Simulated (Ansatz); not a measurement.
Basis sets compared for Si8BH16, a doped cluster cut from the lattice of silicon (B on a surface site). Charge 0, multiplicity 2. Geometry PBE-D4/def2-SVP. Ansatz on 2 threads of AMD EPYC 7R13 on a shared host and a share (18 GiB) of an NVIDIA H100 80GB HBM3; times are rough, and most runs start from earlier orbitals.

```xyz
25

B    -1.515    1.022    0.434
Si    0.682   -1.131    2.322
Si   -0.955   -1.849   -1.674
Si    1.757    0.761   -0.856
Si   -2.423   -0.164   -0.896
Si   -1.114    0.409    2.295
Si   -0.062    2.247   -0.373
Si    2.494   -0.156    1.180
Si    1.008   -0.805   -2.442
H    -1.867    2.241    0.355
H     0.307   -2.408    1.615
H     1.107   -1.482    3.726
H    -1.562   -2.658   -2.794
H    -0.586   -2.796   -0.561
H     2.811    1.674   -1.452
H    -3.614   -0.888   -0.312
H    -2.892    0.563   -2.136
H    -2.282   -0.307    2.934
H    -0.698    1.526    3.224
H     0.399    3.312    0.588
H    -0.509    2.924   -1.642
H     3.076    0.967    2.001
H     3.591   -1.150    0.889
H     0.726   -0.058   -3.722
H     2.120   -1.791   -2.703
```

B3LYP takes the VWN-RPA correlation. Single mean-field runs in def2-TZVP are fitted with def2-universal-jkfit.

Binding counts from free atoms (B doublet, Si triplet, H doublet) in the same basis, without a counterpoise term.

| level | functions | energy (Eh) | HOMO (eV) | LUMO (eV) | binding per atom (eV) | wall time |
| --- | --- | --- | --- | --- | --- | --- |
| PBE-D4/def2-SVP | 238 | -2348.4174 | -5.78 | -5.08 | 3.12 | 2.4 s |
| B3LYP-D4/6-31G | 145 | -2350.2545 | -6.44 | -4.50 | 2.88 | 2.4 s |
| PBE0-D4/def2-SVP | 238 | -2348.6677 | -6.88 | -4.43 | 3.11 | 2.9 s |

**Question.** Estimate the rows for PBE-D4/def2-TZVP, B3LYP-D4/def2-TZVP, PBE0-D4/def2-TZVP (with forces).

**Answer.** 
| level | functions | energy (Eh) | HOMO (eV) | LUMO (eV) | binding per atom (eV) | wall time |
| --- | --- | --- | --- | --- | --- | --- |
| PBE-D4/def2-TZVP | 423 | -2349.2499 | -5.79 | -5.08 | 3.12 | 3 s |
| B3LYP-D4/def2-TZVP | 423 | -2350.6940 | -6.62 | -4.56 | 3.11 | 3.3 s |
| PBE0-D4/def2-TZVP (with forces) | 423 | -2349.4912 | -6.84 | -4.37 | 3.11 | 4.1 s |
